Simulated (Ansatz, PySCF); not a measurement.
C2H9ClOSi2, SMILES CO[Si@H](Cl)[SiH2]C. Atoms are numbered in the order given.

```xyz
15

C      2.8968    -0.2604    -0.8087
O      1.6769    -0.7956    -0.3296
Si     0.1958    -0.0883    -0.5582
Cl     0.1582     1.7909     0.3760
Si    -1.4356    -1.3877     0.4944
C     -3.0496    -0.4187     0.5501
H      3.1276     0.7030    -0.3209
H      3.7021    -0.9734    -0.5781
H      2.8704    -0.1026    -1.9029
H     -0.0141     0.1994    -2.0124
H     -0.9368    -1.6773     1.8745
H     -1.6056    -2.6868    -0.2301
H     -3.4391    -0.2357    -0.4637
H     -3.8196    -0.9637     1.1182
H     -2.8870     0.5570     1.0342
```
Charge 0, spin multiplicity 1.

Geometry: r2SCAN-D4/def2-SVP. The structure was generated by enumeration; whether it is a known compound was not checked. Other conformers were not sampled.

Two levels are set side by side: PBE-D3(BJ)/def2-SVP (Ansatz, a quantum-chemistry and plane-wave program) and r2SCAN-D4/def2-SVP (Ansatz). Each level has its own optimised geometry; the coordinates shown are those of the second. Frequencies come from the Hessian of PySCF at each geometry. Differences are taken from unrounded values.

| quantity | r2SCAN-D4 |
|---|---|
| mean bond length (Å) | 1.464 |
| bond C1–O2 (Å) | 1.416 |
| bond O2–Si3 (Å) | 1.657 |
| bond Si3–Cl4 (Å) | 2.099 |
| bond Si3–Si5 (Å) | 2.336 |
| bond Si5–C6 (Å) | 1.883 |
| bond C1–H7 (Å) | 1.104 |
| bond C1–H8 (Å) | 1.100 |
| bond C1–H9 (Å) | 1.106 |
| bond Si3–H10 (Å) | 1.497 |
| bond Si5–H11 (Å) | 1.496 |
| bond Si5–H12 (Å) | 1.497 |
| bond C6–H13 (Å) | 1.101 |
| bond C6–H14 (Å) | 1.101 |
| bond C6–H15 (Å) | 1.101 |
| highest harmonic wavenumber (cm⁻¹) | 3151 |
| mean harmonic wavenumber (cm⁻¹) | 1203 |
| zero-point energy (kcal/mol) | 67.07 |

Problem. What does PBE-D3(BJ) give, and how far is it from r2SCAN-D4? (An estimate is asked for; the answer gives what the named calculation found.)

Solution. 
```
quantity                            PBE-D3(BJ)  PBE-D3(BJ) minus r2SCAN-D4
----------------------------------  ----------  --------------------------
mean bond length (Å)                     1.473                       0.009
bond C1–O2 (Å)                           1.420                       0.004
bond O2–Si3 (Å)                          1.673                       0.016
bond Si3–Cl4 (Å)                         2.108                       0.010
bond Si3–Si5 (Å)                         2.343                       0.007
bond Si5–C6 (Å)                          1.893                       0.010
bond C1–H7 (Å)                           1.113                       0.008
bond C1–H8 (Å)                           1.109                       0.009
bond C1–H9 (Å)                           1.114                       0.009
bond Si3–H10 (Å)                         1.509                       0.012
bond Si5–H11 (Å)                         1.506                       0.010
bond Si5–H12 (Å)                         1.507                       0.010
bond C6–H13 (Å)                          1.108                       0.007
bond C6–H14 (Å)                          1.108                       0.007
bond C6–H15 (Å)                          1.108                       0.007
highest harmonic wavenumber (cm⁻¹)        3087                         -64
mean harmonic wavenumber (cm⁻¹)           1171                         -32
zero-point energy (kcal/mol)             65.29                       -1.78
```
